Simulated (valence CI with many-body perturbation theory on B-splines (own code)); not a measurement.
## Ru³¹⁺ in brief

Level of theory: valence CI with perturbative core correlation (CI+MBPT): three valence electrons over a frozen Dirac-Fock core [Ne], radial functions for each j: 11 s, 11 p, 9 d, 7 f, 5 g, 2 h, 1 i, with the one-electron correlation potential Σ1, the two-electron term Σ2, the three-electron term Σ3, Breit, model QED; selected CI, second order for the rest (own B-spline code, finite nucleus).

The last digits are not significant, and no measured levels were compared; by estimate large intervals hold to a few tenths of a per cent, small ones and those within an open d or f shell to about a per cent.

Levels are named by their leading jj configuration (3d3/2^4 stands for four electrons in 3d with j = 3/2), which in mixed levels can hold well under half, so a name can repeat and another be missing.

Rates and lifetimes use the calculated energies. Strong lines usually hold to 10 to 20 %, long lifetimes can be off by a factor of two.

**Question.** What is the ground level?

**Answer.** (3s^2 3p1/2) J=1/2, composition 98 % 3s2.3p 2P°, g = 0.661.

**Question.** Among levels below 3005.7 × 10³ cm⁻¹, which E1 lines absorb most strongly from the ground level?

**Answer.** to (3s^2 3d3/2) J=3/2 at 8.348 nm, f = 0.329; to (3s 3p1/2 3p3/2) J=1/2 at 10.15 nm, f = 0.200; to (3s 3p1/2 3p3/2) J=3/2 at 10.96 nm, f = 0.0984.

**Question.** Where does the other parity begin?

**Answer.** At (3s 3p1/2^2) J=1/2, 584.47 × 10³ cm⁻¹.

**Question.** What is the ionisation energy?

**Answer.** 1811.6 eV; NIST lists 1794 ± 8 eV (semi-empirical).

**Question.** How well does LS coupling describe the low levels?

**Answer.** Among the lowest 20 levels the leading LS term, summed over configurations, holds 70 % on average. For single configurations the figures are 67 % in LS and 80 % in jj coupling. Terms mix most in the J = 3/2 level at 1537.8 × 10³ cm⁻¹, where the leading one holds 41 %.

**Question.** What are the static dipole polarisabilities of the lowest levels?

**Answer.** (3s^2 3p1/2) J=1/2 0.0317; (3s^2 3p3/2) J=3/2 0.0336 (tensor 0.0033) bohr³, of which the core gives 0.000479.

**Question.** Name the longest-lived excited levels whose lifetime is computed, and their main decay.

**Answer.** (3s 3p3/2 3d5/2) J=9/2 at 1931.8 × 10³ cm⁻¹ lives 10.6 μs, mostly by M1 to (3s 3p1/2 3d5/2) J=7/2; (3s^2 3p3/2) J=3/2 at 254.45 × 10³ cm⁻¹ lives 6.74 μs, mostly by M1 to (3s^2 3p1/2) J=1/2.
